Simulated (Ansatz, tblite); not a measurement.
Isomers of K₅H₅ (singlet), found by a short tight-binding search and relaxed with PBE-D4/def2-SVP in Ansatz.

The xTB rows come from tblite. B3LYP takes the VWN-RPA correlation. Correlated methods freeze 25 core orbitals; core or outer-core shells of K are correlated, in sets that lack core-valence functions.

Run but left out: HF/def2-SVP (B: restricted singlet, unstable towards broken spin symmetry).

B: The restricted singlet is unstable towards broken spin symmetry in Hartree–Fock (as tested in another run); at PBE-D4/def2-TZVP, r2SCAN-D4/def2-TZVP, r2SCANh-D4/def2-TZVP, B3LYP-D4/def2-TZVP and others this wasn't settled. At CCSD(T)/def2-SVP the restricted singlet (for correlated methods, its reference) is unstable: a solution with broken spin symmetry lies lower.

Other spin states weren't relaxed.

A:

| atom | x (Å) | y (Å) | z (Å) |
| --- | --- | --- | --- |
| K1 | 1.612 | 4.346 | -2.286 |
| K2 | -0.128 | -5.162 | 0.362 |
| K3 | -0.562 | 2.888 | 0.358 |
| K4 | -1.454 | -1.937 | 1.691 |
| K5 | 1.187 | -0.409 | -0.675 |
| H6 | 0.612 | -2.834 | -0.131 |
| H7 | 1.504 | 2.001 | -1.452 |
| H8 | -0.147 | 5.124 | -0.787 |
| H9 | -0.755 | 0.422 | 1.007 |
| H10 | -1.868 | -4.438 | 1.913 |

B:

```xyz
10

K    -1.8940    4.5534    0.1526
K     1.5994   -1.5496    0.1796
K    -1.5678    0.1239   -1.1704
K     1.9595    2.1262   -0.8200
K    -0.0494    0.9933    2.5179
H    -0.8069   -1.0244    1.0713
H    -1.2025   -2.7100   -0.3989
H     2.2670    0.6912    1.3395
H    -1.2452   -3.1589   -1.0363
H     0.9399   -0.0450   -1.8353
```

C:

```xyz
10

K    -0.743   -0.203   -2.263
K    -0.520    3.010   -0.339
K     0.895   -3.466    0.514
K     2.120    0.428    0.810
K    -2.102   -0.047    1.161
H    -0.978   -1.987   -0.287
H    -0.128    1.520    1.780
H    -2.421    1.375   -1.014
H     1.164    1.385   -1.508
H     2.714   -2.015    1.147
```

Task: Estimate which lies lowest at each level, and how far above it the others are (kcal/mol).

Result: 
```csv
level,A,B,C
GFN1-xTB,18.4,50.3,0.0
GFN2-xTB,6.5,24.9,0.0
PBE-D4/def2-TZVP,8.6,4.4,0.0
r2SCAN-D4/def2-TZVP,8.7,10.6,0.0
r2SCANh-D4/def2-TZVP,8.8,10.4,0.0
B3LYP-D4/def2-TZVP,8.3,10.4,0.0
PBE0-D4/def2-TZVP,8.7,6.3,0.0
MP2/def2-SVP,9.3,1.9,0.0
CCSD/def2-SVP,9.1,1.5,0.0
CCSD(T)/def2-SVP,9.4,0.6,0.0
```
Point groups (tolerance 0.1 Å): A not assigned, B not assigned, C Cs. Lower isomers may exist.
